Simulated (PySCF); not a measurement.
# NMR data sheet: C8H8N2

```yaml
Formula: C8H8N2
SMILES: C#Cc1ccnn1C1CC1
InChI: InChI=1S/C8H8N2/c1-2-7-5-6-9-10(7)8-3-4-8/h1,5-6,8H,3-4H2
Point_group_of_the_computed_structure: C1
Degrees_of_unsaturation: 6
Carbon_signals: 7
Proton_signals: 6
```

Molfile (atoms numbered from 1):
```
C8H8N2
     RDKit          3D

 18 19  0  0  0  0  0  0  0  0999 V2000
    2.0816    2.6228    0.3448 C   0  0  0  0  0  0  0  0  0  0  0  0
    1.7765    1.4505    0.2673 C   0  0  0  0  0  0  0  0  0  0  0  0
    1.4272    0.0817    0.1773 C   0  0  0  0  0  0  0  0  0  0  0  0
    2.2194   -1.0651    0.1895 C   0  0  0  0  0  0  0  0  0  0  0  0
    1.3026   -2.1202    0.0684 C   0  0  0  0  0  0  0  0  0  0  0  0
    0.0535   -1.6707   -0.0118 N   0  0  0  0  0  0  0  0  0  0  0  0
    0.1366   -0.3536    0.0580 N   0  0  0  0  0  0  0  0  0  0  0  0
   -1.0356    0.4641   -0.0297 C   0  0  0  0  0  0  0  0  0  0  0  0
   -2.3419   -0.0799    0.4491 C   0  0  0  0  0  0  0  0  0  0  0  0
   -2.1006    0.1086   -1.0204 C   0  0  0  0  0  0  0  0  0  0  0  0
    2.3548    3.6596    0.4131 H   0  0  0  0  0  0  0  0  0  0  0  0
    3.3013   -1.1027    0.2776 H   0  0  0  0  0  0  0  0  0  0  0  0
    1.4976   -3.1911    0.0371 H   0  0  0  0  0  0  0  0  0  0  0  0
   -0.7938    1.5143    0.1428 H   0  0  0  0  0  0  0  0  0  0  0  0
   -2.3200   -1.1067    0.8217 H   0  0  0  0  0  0  0  0  0  0  0  0
   -3.0157    0.6017    0.9741 H   0  0  0  0  0  0  0  0  0  0  0  0
   -2.6023    0.9232   -1.5486 H   0  0  0  0  0  0  0  0  0  0  0  0
   -1.9205   -0.7952   -1.6077 H   0  0  0  0  0  0  0  0  0  0  0  0
  1  2  3  0
  2  3  1  0
  3  4  2  0
  4  5  1  0
  5  6  2  0
  6  7  1  0
  7  8  1  0
  8  9  1  0
  9 10  1  0
  7  3  1  0
 10  8  1  0
  1 11  1  0
  4 12  1  0
  5 13  1  0
  8 14  1  0
  9 15  1  0
  9 16  1  0
 10 17  1  0
 10 18  1  0
M  END
```

Theory: coordinates at the PBE0-D3(BJ)/def2-SVP level, shieldings: GIAO B97-2/pcSseg-1, in PySCF 2.14.0 with density-fitted response routines (gas phase, relativity neglected, one conformer, equivalent nuclei averaged).

Referencing at the same level of theory: $^{1}$H (σref 31.38), $^{13}$C (σref 183.69) against TMS; $^{15}$N (σref 262.91) vs NH3.

```tsv
carbon	δC, type	δH (multiplicity)	HMBC from (2–3 bonds)	span of the C tensor (ppm)
C1	91.7, CH	3.66 (s)	–	171
C2	73.6, C	–	H12, H11	282
C3	125.4, C	–	H13, H12, H14, H11	136
C4	115.6, CH	6.52 (m)	H13	154
C5	137.8, CH	7.30 (m)	H12	166
C8	32.4, CH	3.84 (m)	H15/H18, H16/H17	99
C9/C10	9.4, CH2	H15 1.40 (m); H16 0.88 (m)	H14, H15/H18, H16/H17	64
```

Other nuclei:
```json
{"atoms": "N6", "nucleus": "$^{15}$N", "environment": "pyridine-type nitrogen of an azole", "δ (ppm)": "327.1", "σ (ppm)": "-64.2"}
{"atoms": "N7", "nucleus": "$^{15}$N", "environment": "pyrrole-type ring nitrogen", "δ (ppm)": "243.3", "σ (ppm)": "19.6"}
```

1. Carbon types of the structure: 2 × C, 4 × CH, 2 × CH2, which accounts for all hydrogens.
2. δC 137.8: aromatic CH next to a ring nitrogen.
3. δC 125.4: substituted aromatic carbon next to a ring nitrogen.
4. δC 115.6: aromatic CH.
5. δC 91.7: terminal alkyne carbon; the triple bond shields along its axis, which puts it between sp3 and sp2 carbons.
6. δC 73.6: alkyne carbon; the triple bond shields along its axis, which puts it between sp3 and sp2 carbons.

Shifts are as computed. Against solution values, carbons near 30 ppm lie about +1 ppm off and those near 130 ppm about +2 ppm. Of 1313 compounds with measured shifts, 239 miss one by over three times the rms of a fit or turn the order of signals round; such compounds aren't used in these exercises. Experimental scales use liquid or dissolved standards, which lie at an offset from isolated NH3 (liquid NH3: subtract about 20 ppm). Unscaled 15N shifts of sp2 nitrogen come out 20 to 40 ppm too high even then. Multiplicities follow the n + 1 count of equivalent neighbours, as no J values were calculated; m marks all less simple cases, F and P coupling included.
